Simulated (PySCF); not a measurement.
Molfile (atoms numbered from 1):
```
C4H10O2S
     RDKit          3D

 17 16  0  0  0  0  0  0  0  0999 V2000
   -2.2807    0.4576    0.3122 C   0  0  0  0  0  0  0  0  0  0  0  0
   -1.4529   -0.6089   -0.3844 C   0  0  0  0  0  0  0  0  0  0  0  0
   -0.0384   -0.1759   -0.7467 C   0  0  0  0  0  0  0  0  0  0  0  0
    1.0096   -0.0187    0.6910 S   0  0  0  0  0  6  0  0  0  0  0  0
    2.6269    0.1629   -0.0100 C   0  0  0  0  0  0  0  0  0  0  0  0
    0.9740   -1.2678    1.4049 O   0  0  0  0  0  0  0  0  0  0  0  0
    0.6943    1.2051    1.3791 O   0  0  0  0  0  0  0  0  0  0  0  0
   -3.2932    0.0920    0.4935 H   0  0  0  0  0  0  0  0  0  0  0  0
   -1.8438    0.7446    1.2687 H   0  0  0  0  0  0  0  0  0  0  0  0
   -2.3551    1.3600   -0.3005 H   0  0  0  0  0  0  0  0  0  0  0  0
   -1.9417   -0.9051   -1.3177 H   0  0  0  0  0  0  0  0  0  0  0  0
   -1.3914   -1.5097    0.2321 H   0  0  0  0  0  0  0  0  0  0  0  0
    0.4437   -0.9242   -1.3807 H   0  0  0  0  0  0  0  0  0  0  0  0
   -0.0215    0.7909   -1.2562 H   0  0  0  0  0  0  0  0  0  0  0  0
    2.6475    1.0391   -0.6569 H   0  0  0  0  0  0  0  0  0  0  0  0
    2.8957   -0.7421   -0.5527 H   0  0  0  0  0  0  0  0  0  0  0  0
    3.2980    0.3084    0.8367 H   0  0  0  0  0  0  0  0  0  0  0  0
  1  2  1  0
  2  3  1  0
  3  4  1  0
  4  5  1  0
  4  6  2  0
  4  7  2  0
  1  8  1  0
  1  9  1  0
  1 10  1  0
  2 11  1  0
  2 12  1  0
  3 13  1  0
  3 14  1  0
  5 15  1  0
  5 16  1  0
  5 17  1  0
M  END
```

Geometry: PBE0-D3(BJ)/def2-TZVP; GIAO absolute shieldings from PySCF 2.14.0 with density-fitted response routines, gas phase, non-relativistic, averaged over equivalent atoms.

At wB97X-D/pcSseg-2 (399 basis functions):
```tsv
atoms	σ (ppm)
C3	126.6
C5	141.5
C2	167.2
C1	170.9
S4	176.2
O6/O7	126.9
H13/H14	29.04
H15/H16/H17	29.20
H11/H12	29.69
H8/H9/H10	30.39
```

Task: What do these become at B97-2/pcSseg-2?

Result: 
```tsv
atoms	σ at B97-2/pcSseg-2	change
C3	127.1	+0.5
C5	142.2	+0.7
C2	165.4	-1.8
C1	169.5	-1.4
S4	186.4	+10.2
O6/O7	128.0	+1.1
H13/H14	28.97	-0.07
H15/H16/H17	29.19	-0.01
H11/H12	29.64	-0.05
H8/H9/H10	30.39	+0.00
```

The largest change is at S4 (sulfone sulfur). Cost: 399 basis functions. The order of the carbon signals is the same at both levels.
